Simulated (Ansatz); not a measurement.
Abridged output of a molecular run in Ansatz:

```
Functional definition: HF
  name "HF"
  cite "Fock, Z. Phys. 61, 126 (1930) doi:10.1007/BF01340294"
  parent pbe
  exchange = exact_x
  correlation = 0
1471 factors; integrals over basis functions are off by at most 7.2e-4 eV
mean field evaluation 1: about -17909.4741 eV, gradient 2.9e1 eV
mean field evaluation 2: about -17909.7100 eV, gradient 2.9e1 eV
mean field evaluation 4: about -17912.7496 eV, gradient 3.9e0 eV
mean field evaluation 8: about -17912.8073 eV, gradient 2.6e-1 eV
mean field -17912.80755654 eV, -658.2835359659 hartree, gradient 1.6e-6 eV, S^2 0.000000; 0 other end points of the search recorded, 0 dependent functions left out
12 core orbitals not correlated: weight in the atoms' cores, before any rotation towards them, 1.000 or more for the frozen orbitals, at most 0.000 for the correlated occupied ones
reference -17912.80755654 eV, -658.2835359659 hartree; 12, 12 occupied and 234, 234 virtual orbitals, 1471 factors
second order -15.80812898 eV of doubles, -0.00000000 eV of singles
cycle   1  -16.79148270 eV  change   -9.8e-1 eV  update   9.7e-2
cycle   2  -17.35496799 eV  change   -5.6e-1 eV  update   3.1e-2
cycle   3  -17.42962815 eV  change   -7.5e-2 eV  update   1.3e-2
cycle   4  -17.42467714 eV  change    5.0e-3 eV  update   3.7e-3
cycle   5  -17.42488561 eV  change   -2.1e-4 eV  update   1.3e-3
cycle   6  -17.42478923 eV  change    9.6e-5 eV  update   3.4e-4
cycle   7  -17.42477779 eV  change    1.1e-5 eV  update   1.2e-4
cycle   8  -17.42482412 eV  change   -4.6e-5 eV  update   4.1e-5
cycle   9  -17.42482177 eV  change    2.3e-6 eV  update   1.3e-5
perturbative correction -0.71520663 eV, -0.0262833589 hartree
Total energy: -17930.94758495 eV, -658.9501697141 hartree
```

Its atoms:

```xyz
12

C    -0.8332   -0.6356    1.2673
C    -0.1558   -0.1189    0.2370
Si   -1.0549    0.2614   -1.3529
Si    1.6722    0.2095    0.4141
H    -0.3558   -0.8749    2.2164
H    -1.9004   -0.8462    1.2153
H    -0.4639   -0.5072   -2.4818
H    -0.9371    1.7073   -1.6840
H    -2.4909   -0.0986   -1.2057
H     2.1128   -0.1786    1.7810
H     1.9661    1.6506    0.1881
H     2.4409   -0.5689   -0.5947
```

(1) Which basis set was used?
A. def2-SVP
B. def2-TZVPP
C. cc-pV(D+d)Z
D. def2-QZVPP

(2) Write the keys of the input that set method, charge and spin (a neutral closed shell needs none for the last two).

Answers

(1) B. It gives 258 functions.

(2) 
```yaml
correlation: {method: ccsd_t}
```
